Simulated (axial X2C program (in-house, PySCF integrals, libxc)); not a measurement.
# TmO: the levels of the configuration f12 s1

Calculated with an axial X2C code built on PySCF integrals: two-component X2C with atomic mean-field Coulomb and Gaunt terms, basis Tm dyall-v3z, O dyall-av3z (cores contracted in-house). Orbitals come from Hartree–Fock averaged over the configuration Tm f12 s1; CI then distributes these electrons over the f, s shells of Tm.

R = 1.790 Å (near the minimum of the configuration average).

Lowest levels of this model:

```
   Ω  energy (cm⁻¹)     g∥  μ (D)  configuration
 1/2              0   1.29  -5.75    100% f12 s1
 3/2             66   3.89  -5.75    100% f12 s1
 5/2            216   6.47  -5.76    100% f12 s1
 7/2            485   8.98  -5.76    100% f12 s1
 1/2            636   1.06  -5.75    100% f12 s1
 3/2            726   3.18  -5.76    100% f12 s1
 9/2            931  11.40  -5.75    100% f12 s1
 5/2            955   5.33  -5.76    100% f12 s1
 7/2           1388   7.54  -5.75    100% f12 s1
11/2           1620  13.73  -5.71    100% f12 s1
 9/2           2067   9.77  -5.71    100% f12 s1
13/2           2618  15.99  -5.69    100% f12 s1
11/2           2970  12.00  -5.69    100% f12 s1
 7/2           7457   8.68  -5.76    100% f12 s1
 5/2           7547   5.26  -5.76    100% f12 s1
 9/2           7644  11.16  -5.73    100% f12 s1
 5/2           7700   6.16  -5.75    100% f12 s1
 3/2           7743   2.85  -5.74    100% f12 s1
 3/2           7876   4.31  -5.73    100% f12 s1
 1/2           7908   1.28  -5.73    100% f12 s1
 7/2           7948   7.21  -5.73    100% f12 s1
 1/2           8034   1.35  -5.73    100% f12 s1
 9/2           9514  10.24  -5.72    100% f12 s1
11/2          10515  12.25  -5.69    100% f12 s1
```

g∥ is the magnitude of 2⟨Lz + ge Sz⟩ for the +Ω component. μ is positive if the O end is positive.

**Question.** From Ω and g∥ of the lowest level, whose 2⟨Lz + ge Sz⟩ is positive, find ⟨Sz⟩ and ⟨Lz⟩ (ge = 2.0023).

**Answer.** Ω = ⟨Lz⟩ + ⟨Sz⟩ = 1/2 and ⟨Lz⟩ + ge⟨Sz⟩ = 0.645, so ⟨Sz⟩ = 0.14 and ⟨Lz⟩ = 0.36.

Occupations of the active spinors in the lowest level by ω, shell by shell in order of energy: -7/2: 0.99; -5/2: 1.00 0.80; -3/2: 0.98 0.43; -1/2: 0.95 0.84 0.43; 1/2: 0.95 0.61 0.57; 3/2: 0.99 0.54; 5/2: 1.00 0.93; 7/2: 1.00. The leading determinant has weight 0.31 among 67.

This point took 2.7 s on 1 thread of Arm Neoverse N1, on a shared host.

There is no dynamic correlation: spin–orbit spacings and, for f shells, spacings inside one term are the most reliable numbers, splittings between terms come out too wide, and energies between configurations are not reliable, so the lowest level need not be the ground state of the molecule. At most 4 roots were kept for each Ω > 0 (twice that for Ω = 0) within 2.2 eV of the lowest, so higher up levels can be missing between those listed; levels with Ω > 0 are doubly degenerate and listed once, Ω = 0 levels singly. Along the bond the averaged SCF switches between close solutions, so this one may not be the lowest.
